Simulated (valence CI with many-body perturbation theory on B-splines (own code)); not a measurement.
Results of a calculation; reference values are marked as such.
# Sensitivity of CI+MBPT for Sr³²⁺

Method: valence CI with perturbative core correlation (CI+MBPT): four valence electrons over a frozen Dirac-Fock core [He], a basis of 6 s, 6 p, 5 d, 3 f, 1 g functions for each j, with the one-electron correlation potential Σ1 (screened to all orders), the two-electron term Σ2, the three-electron term Σ3, Breit, model QED; selected single and double excitations, second order for the rest, scaled by the run's own slope (own B-spline code, finite nucleus).

The last digits are not significant, and no measured levels were compared; by estimate large intervals hold to a few tenths of a per cent, small ones and those within an open d or f shell to about a per cent.

The reference run has the lowest level (2s^2 2p1/2^2) J=0 and an ionisation energy of 4060.18 eV. Its largest variational space holds 11508 state functions.

Levels are named by their leading jj configuration (3d3/2^4 stands for four electrons in 3d with j = 3/2), which in mixed levels can hold well under half, so a name can repeat and another be missing. Letters in brackets count levels of one name in rising energy.

Changed runs:
A. scale of Σ2 1 → 0.5
B. correlating orbitals by l 3 3 3 2 1 → 5 5 2 2 3; scale of Σ1 1 → 0
C. lowest core n in screening and Σ2 1 → 4
D. box radius (bohr) 1.7687 → 0.61 (bad on purpose)

Excitation energies of the reference run in cm⁻¹, and shifts in cm⁻¹:

```csv
Level,Reference,A,B,D
(2s^2 2p1/2 2p3/2) J=1,516594,+135,-323,+84
(2s^2 2p1/2 2p3/2) J=2,604858,+36,-355,+95
(2s^2 2p3/2^2) J=2,1184060,+33,-655,+188
(2s 2p1/2^2 2p3/2) J=2,1375200,+412,+1232,-262
(2s^2 2p3/2^2) J=0,1390260,-334,-646,+236
(2s 2p1/2^2 2p3/2) J=1,1741650,+724,+1234,-166
(2s 2p1/2 2p3/2^2) J=2 [a],1939050,+491,+1008,-151
(2s 2p1/2 2p3/2^2) J=3,2093230,+531,+933,-145
(2s 2p1/2 2p3/2^2) J=0,2275970,+335,+937,-48
(2s 2p1/2 2p3/2^2) J=1 [a],2330760,+793,+924,-54
(2s 2p1/2 2p3/2^2) J=2 [b],2400760,+940,+913,-58
(2s 2p1/2 2p3/2^2) J=1 [b],2474840,+1366,+980,-18
Ionisation energy (eV),4060.18,+0.02,-0.35,-0.11
```

Run C: It gave no result: the setting left no core shell for the response of the core. The program said: "need at least one array to concatenate".
